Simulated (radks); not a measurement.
Task: The aluminium ion Al2+, [Ne] 3s1. Calculated with a radial shooting solver on a logarithmic mesh with Libxc functionals: non-relativistic Kohn-Sham, PBE, spin-polarised, spherical densities, point nucleus. Every spin shell is full or empty, so the densities are truly spherical. Functionals are evaluated on that one density, not self-consistently. Rank these orbital-free kinetic functionals by their error against the exact value of the orbitals, and give that value: Thomas-Fermi, TF + vW/5, LC94, APBEK, Pearson, LKT, PG1, Ernzerhof.

Result: Exact: 240.969 hartree. From best to worst, with 100 (|E| - |E exact|)/|E exact| (equal figures are ties): LC94 +0.15, APBEK +0.28, Ernzerhof +0.29, Pearson -1.83, TF + vW/5 +5.29, Thomas-Fermi -7.71, PG1 +27.30, LKT +33.43.
